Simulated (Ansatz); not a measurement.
`[SiH3]OB(S)Cl` + NH₃ → `NB(S)Cl` + silanol  (ligand exchange at a B–O bond)

Computed with Ansatz on PBE0-D4/def2-TZVP structures; ΔE is electronic, products minus reactants. CBS: MP2 limit from def2 TZ/QZ plus the TZ coupled-cluster correction, frozen cores. This one scheme is used for every species. Functionals use def2-TZVPP. B3LYP here is the variant with VWN-RPA as its local correlation; programs differ in this. HSE06 is defined as in plane-wave codes. One conformer a species, not always the lowest.

```csv
level,ΔE (kJ/mol),difference from CCSD(T)/CBS
LDA (SPW92),8.1,-7.9
PBE-D4,12.2,-3.8
revPBE-D4,12.8,-3.2
BLYP-D4,18.0,2.0
B97M-V,18.7,2.7
PBE0-D4,12.4,-3.6
B3LYP-D4,17.5,1.5
HSE06-D4,12.3,-3.7
BHLYP-D4,19.2,3.2
CAM-B3LYP-D4,15.7,-0.3
ωB97X-V,14.1,-1.9
ωB97M-V,13.7,-2.3
B2PLYP,14.0,-2.0
PBE-QIDH,12.2,-3.8
PBE,8.7,-7.3
revPBE,8.4,-7.6
r2SCAN,13.8,-2.2
PBE0,9.1,-6.9
B3LYP,11.9,-4.1
r2SCANh,13.5,-2.5
r2SCAN0,13.0,-3.0
HSE06,9.1,-6.9
BHLYP,13.4,-2.6
CAM-B3LYP,11.9,-4.1
LC-ωPBE,7.9,-8.1
RPA@PBE/def2-TZVPP,17.8,1.8
HF/def2-SVP,18.6,2.6
MP2/def2-SVP,18.6,2.6
CCSD/def2-SVP,19.1,3.1
CCSD(T)/def2-SVP,20.3,4.3
HF/def2-TZVPP,16.9,0.9
MP2/def2-TZVPP,15.1,-0.9
CCSD/def2-TZVPP,15.9,-0.1
CCSD(T)/def2-TZVPP,16.7,0.7
HF/def2-QZVPP,17.7,1.7
MP2/def2-QZVPP,15.0,-1.0
SCS-MP2/def2-QZVPP,15.4,-0.6
HF/CBS(def2),17.8,1.8
MP2/CBS(def2),14.4,-1.6
CCSD/CBS(def2),15.3,-0.7
CCSD(T)/CBS,16.0,0
```

Largest T1 diagnostic among the species: 0.012.

The D4 term adds +5.5 kJ/mol with B3LYP and +3.3 kJ/mol with PBE0; it sums over pairs of atoms, weighted by their polarisabilities, and B3LYP, whose exchange is more repulsive, gets the larger term. At CCSD(T), def2-SVP lies +4.3 kJ/mol from the extrapolated value and def2-TZVPP +0.7 kJ/mol.
